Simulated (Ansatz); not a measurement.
# Energy profile

The step: GeCl₂ + HF → GeClF + HCl; bonds formed: Ge1–F5, Cl3–H4; bonds broken: Ge1–Cl3, H4–F5 (atoms numbered as in the saddle structure below).

```
5
angstrom
Ge -0.3151 -1.1665 0.0347
Cl 1.8466 -1.2227 0.2862
Cl -0.4128 0.9296 -1.4421
H -0.5367 1.0376 0.0058
F -0.5819 0.4220 1.1154
```

Electronic energies by CCSD(T) at an estimated basis limit (MP2 extrapolated from triple and quadruple zeta, plus CCSD(T) − MP2 in triple zeta), on PBE0-D4/def2-TZVP structures; GeHCl2F, closed shell; no counterpoise correction. Program: Ansatz 0.2.0. Basis: def2-TZVPP and def2-QZVPP. Cores are frozen in the correlated methods. Filled d shells of the heavier atoms are correlated. The def2 sets are not built for correlating such inner shells, so the correlated values are less sure here. Extrapolation: Hartree–Fock as exp(−7.88 √X), correlation as X^−2.97.

Task: Give the profile in kcal/mol, counted from the separated reactants. (Judge from chemistry; the value comes from the calculation.)

Result: By the calculation:
```csv
point,kcal/mol
"separated: GeCl2 (linked as [Cl][Ge][Cl]; Ge1, Cl2, Cl3; singlet) + HF (H4, F5; singlet)",0.00
start structure,-5.28
saddle,6.02
end structure,-2.40
"separated: GeClF (linked as [F][Ge][Cl]; Ge1, Cl2, F5; singlet) + HCl (Cl3, H4; singlet)",2.21
```

The T1 diagnostic stays at or below 0.014.

For scale, one of the runs: CCSD(T)/def2-TZVPP, 177 basis functions, launched by `ansatz run in.yaml --threads 4 --pin off --events-out ev --progress --plain --max-ram 9574MiB`. Hardware: 4 CPU threads of an AMD EPYC 9R45, shared host. Wall time 12 s; peak host memory 1.6 GiB.
